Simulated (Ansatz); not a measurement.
Reaction (ligand exchange at a W–Cl bond): `[NH]=[W](=[NH])([OH])[Cl]` + H–F → `[NH]=[W](=[NH])([OH])[F]` + HCl

Program: Ansatz. Geometries: PBE0-D4/def2-TZVP. ΔE: electronic, gas phase. CCSD(T)/CBS is the MP2 limit (def2-TZVPP, def2-QZVPP) plus CCSD(T) − MP2 in def2-TZVPP, frozen cores. This one scheme is used for every species. DFT in def2-TZVPP. Elements past krypton have def2 core potentials. For W outer-core shells are correlated without core-valence functions, which leaves a few kJ/mol of doubt a bond. One conformer a species, not always the lowest.

`[NH]=[W](=[NH])([OH])[Cl]`:

Z-matrix (Å, degrees):
```
W
N 1 1.743
O 1 1.893 2 107.4
N 1 1.745 2 111.3 3 118.6
Cl 1 2.290 2 108.4 3 -122.8
H 2 1.007 1 157.7 3 -121.7
H 3 0.960 1 120.6 2 136.9
H 4 1.008 1 154.2 2 4.2
```

H–F:

Cartesian coordinates in Å:
```
F 0.350 0.123 0.272
H -0.350 -0.123 -0.272
```

`[NH]=[W](=[NH])([OH])[F]`:

```xyz
8

N    -1.535   -0.088    0.013
W     0.147    0.353    0.166
N     1.060   -0.892    0.975
O     0.870    0.536   -1.576
F     0.256    1.932    1.171
H    -2.333   -0.689    0.148
H     1.241   -1.765    1.442
H     0.293    0.613   -2.339
```

HCl:

Z-matrix (Å, degrees):
```
Cl
H 1 1.279
```

| species | r2SCAN-D4 energy (Eh) |
| --- | --- |
| `[NH]=[W](=[NH])([OH])[Cl]` | -714.01350 |
| H–F | -100.44667 |
| `[NH]=[W](=[NH])([OH])[F]` | -353.67385 |
| HCl | -460.78592 |

(1) Work out ΔE.

(2) What do rigid-rotor, harmonic-oscillator terms from PBE0-D4/def2-TZVP frequencies (298.15 K, 1 bar) make of the CCSD(T)/CBS value? (Best estimate.)

Largest T1 diagnostic among the species: 0.020, so the coupled-cluster value is less sure than usual.

Answers

(1) ΔE = (-353.67385) + (-460.78592) − (-714.01350) − (-100.44667) = 0.00040 Eh = +0.3 kcal/mol. CCSD(T)/CBS gives +3.8 kcal/mol.

(2) The calculation gave: ΔZPE = -1.1 kcal/mol, ΔH = +2.4 kcal/mol, ΔS = 1 J/(mol·K), ΔG = +2.4 kcal/mol.

From r2SCAN to r2SCAN0 (25 % exact exchange), in def2-TZVPP and without D4, ΔE moves by +1.4 kcal/mol. In def2-TZVPP, CCSD(T) changes the Hartree–Fock value by +3.3 kcal/mol (the triples alone add +0.9 kcal/mol) and MP2 by +7.6 kcal/mol.
